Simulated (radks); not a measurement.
The numbers below are computed, except where a source is named.
Q: Species: the palladium ion Pd+. Configuration: [Kr] 4d9. Code: a radial shooting solver on a logarithmic mesh with Libxc functionals. Model: scalar-relativistic Kohn-Sham, PBE, spin-polarised, spherical densities, point nucleus; open shells are filled with parallel spins first (spin-orbit coupling, left out, can overturn this in heavy ions); hard spherical wall at 4 bohr. Some entries of the table are withheld. Estimate them.

orbital,occ.,eigenvalue (eV),r(max) (bohr)
1s down,1,-24175.12,0.02066
1s up,1,-24175.12,0.02066
2s up,1,-3537.087,0.1168
2s down,1,-3536.925,0.1168
2p up,3,-3172.003,0.09340
2p down,3,-3171.880,0.09340
3s up,1,-644.9319,0.3418
3s down,1,-644.8521,0.3418
3p up,3,-524.9431,0.3350
3p down,3,-524.8515,0.3350
3d up,5,-334.3985,0.2824
3d down,5,-334.2533,0.2824
4s up,1,-94.7180,0.8519
4s down,1,-94.0464,0.8514
4p up,3,-60.6064,0.9110
4p down,3,-59.9060,0.9104
4d up,5,(1),1.093
4d down,4,(2),1.092
5s up,0,-6.3311,2.229
5s down,0,-5.9125,2.237
5p up,0,2.1296,2.454
5p down,0,2.4960,2.462
4f up,0,(3),2.509
4f down,0,(4),2.523

A: 
(1) 4d up eigenvalue (eV): -12.8519
(2) 4d down eigenvalue (eV): -12.1690
(3) 4f up eigenvalue (eV): 19.5310
(4) 4f down eigenvalue (eV): 19.9408
